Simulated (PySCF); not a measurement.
# Sc⁺: ionisation energy

Sc⁺ [Ar] 3d1 4s1 (3D) → Sc²⁺ [Ar] 3d1 (2D), as a difference of total energies. All numbers are calculated (PySCF 2.14, the spin-free X2C one-electron Hamiltonian (Gaussian nucleus), in x2c-TZVPall (6s5p4d1f, 48 functions)). Correlated levels: valence: [Ar] frozen. The calculations carry no spin-orbit coupling.

```tsv
method	ionisation energy (eV)
UHF	12.228
BP86	13.136
PBE	13.107
MP2 (valence)	12.301
SCS-MP2 (valence)	12.252
```

Problem. How much does correlation contribute at MP2 (valence)?

Solution. 12.301 − (12.228) = 0.073 eV, measured against UHF.

The reference lies between the lowest fine-structure levels, while these numbers refer to the centres of the terms.

Errors of the correlated levels include the incompleteness of this basis and the frozen core.

For comparison: 12.800 eV (measured; NIST Atomic Spectra Database, ionization energies).
